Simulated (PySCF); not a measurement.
Static response to an electric field

C₅H₈P₂Si.
SMILES with atom numbers: `[CH3:1][c:2]1[cH:3][p:4][c:5]([SiH3:6])[cH:7][p:8]1` (hydrogens: H9, H10, H11 on C1; H12 on C3; H13, H14, H15 on Si6; H16 on C7)

Geometry (GFN2-xTB, Å), atoms numbered from 1 in this order:
```
atom  x, y, z in Å
C1    -3.1590   -0.0648   -0.2994
C2    -1.6609   -0.0292   -0.1580
C3    -1.0786   -0.8295    0.7962
P4     0.5906   -1.0295    1.2299
C5     1.4363    0.0471    0.1409
Si6    3.3274    0.0605    0.3188
C7     0.8464    0.8360   -0.8179
P8    -0.8220    1.0475   -1.2535
H9    -3.4922   -1.0697   -0.5598
H10   -3.4886    0.6237   -1.0764
H11   -3.6395    0.2130    0.6389
H12   -1.7535   -1.4431    1.3903
H13    3.8872   -1.0081   -0.5133
H14    3.6673   -0.1535    1.7244
H15    3.8189    1.3582   -0.1517
H16    1.5127    1.4505   -1.4206
```

Level: wB97X-D/def2-SVPD (PySCF), static field, nuclei fixed, core orbitals frozen in the response. The polarisability tensor in these axes (au):

```
x   178.88  -1.19  11.55
y    -1.19 113.33 -28.25
z    11.55 -28.25 120.79
```

What are the eigenvalues, a third of the trace, and Δα (Δα² = ½Σ(αi − αj)² over the three pairs)?

Principal values 88.06, 143.10 and 181.84 au; mean 137.67 au = 20.40 Å³ = 22.70 × 10⁻⁴⁰ C²·m²/J; Δα = 81.62 au (59 % of the mean).

What is the dipole moment, and where does it point?

(-0.96, -0.09, -0.01) D, 0.96 D in size, pointing from the negative to the positive side. Measured along this direction, the outermost atoms are H15 at the negative end and H11 and H9 at the positive end.

Estimate the molar refractivity from the static electronic polarisability.

Lorentz–Lorenz: R = (4π/3)N_A α = 2.5225 cm³/(mol·Å³) × 20.40 Å³ = 51.5 cm³/mol, in the limit of long wavelengths.

Rayleigh depolarisation ratio (linearly polarised light, static tensor)?

ρ = 3Δα²/(45ᾱ² + 4Δα²) = 19986.3/(852841 + 26648.4) = 0.0227.

What are the principal values of the traceless quadrupole moment, Θ = ½Σq(3rr − r²1), about the centre of nuclear charge?

-8.54, -3.40, 11.94 D·Å. The values depend on the origin, since the dipole doesn't vanish. The electronic extent ⟨r²⟩ about the same centre is 1819 bohr², a root-mean-square distance of 2.49 Å for the 82 electrons.

What would n − 1 = 2πNα be for an ideal gas of these molecules at 400 K and 1 atm, electronic part alone?

N = p/kT = 1.8347 × 10¹⁹ cm⁻³, so n − 1 = 2π × N × 20.40 × 10⁻²⁴ cm³ = 2352 × 10⁻⁶ at long wavelengths, for an ideal gas.

Isolated species at its GFN2-xTB geometry, gas phase. GFN2-xTB frequencies show an imaginary mode (27i cm⁻¹), so this geometry is no minimum at that level.

These values come from a run that also computed excited states. Cost: about 2.2 min of CPU time on one thread; the machine was shared, so the figure is rough.
